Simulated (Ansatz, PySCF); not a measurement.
PySCF was given this input:
```python
from pyscf import gto, scf, dft

mol = gto.Mole()
mol.atom = '''
    Ta    0.011017    0.005905   -0.012709
    O     1.121397    0.601125   -1.293631
    F     0.944640   -0.941551    1.203040
    F    -1.251577   -1.047486   -0.749998
    F    -0.779216    1.406804    0.799933
'''
mol.basis = 'def2-svp'
mol.ecp = {'Ta': 'def2-svp'}
mol.charge = 1
mol.spin = 1
mol.verbose = 4
mol.build()

mf = dft.UKS(mol)
mf.xc = 'bhandhlyp'
mf.grids.atom_grid = (99, 590)
mf.grids.prune = None
mf.kernel()
```

Task: Convert this to an input for Ansatz (a first-principles code).

Result: Several could match; the one computed here: 
Ansatz 0.2 input:
```yaml
crystal:
  periodic: [false, false, false]
  atoms:
    - {symbol: Ta, position_ang: [0.01101650, 0.00590540, -0.01270851]}
    - {symbol: O, position_ang: [1.12139696, 0.60112519, -1.29363116]}
    - {symbol: F, position_ang: [0.94463964, -0.94155082, 1.20303971]}
    - {symbol: F, position_ang: [-1.25157655, -1.04748555, -0.74999780]}
    - {symbol: F, position_ang: [-0.77921640, 1.40680355, 0.79993258]}
basis:
  gaussian:
    orbitals: def2-SVP
hamiltonian:
  xc: {name: BHLYP}
total_charge: 1
magnetization: {spin_polarized: true, initial_magnetization: 1}
accuracy: high
```

Both were run: PySCF gave -431.033902 Eh and Ansatz -431.033898 Eh, 0.004 mEh apart.
